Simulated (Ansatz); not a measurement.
```xyz
14

C    -0.1715    0.3675    1.7731
C     0.4178    0.0706    0.4199
O    -0.1159   -1.2508   -0.0479
C     0.0394    0.9845   -0.7247
Al   -0.3024   -0.5910   -1.9094
H     0.2161    1.3244    2.1294
H     0.0789   -0.3990    2.5118
H    -1.2583    0.4430    1.7011
H     1.5032   -0.0502    0.4825
H     0.3887   -2.0011    0.2791
H    -0.8413    1.5837   -0.4838
H     0.8546    1.6519   -1.0023
H     0.9557   -1.2035   -2.6862
H    -1.7651   -0.9301   -2.4427
```

Charge 0, multiplicity 1. The bonds changed during the relaxation, so this is another structure than the one it started from.

(1) List the PBE/def2-TZVPP orbital energies in eV (the Gaussian-basis code of Ansatz). (Best estimate.)

Answers

(1) The calculation gave: Occupied: -1505.49, -511.89, -271.09, -269.10, -268.05, -105.76, -67.84, -67.66, -67.65, -26.86, -19.74, -17.19, -14.83, -14.01, -11.84, -11.16, -10.29, -9.68, -9.29, -8.78, -8.35, -7.88, -6.14, -5.90. Lowest empty: -1.00, -0.06, 0.76, 1.08, 1.38, 1.56, 1.98, 2.23.
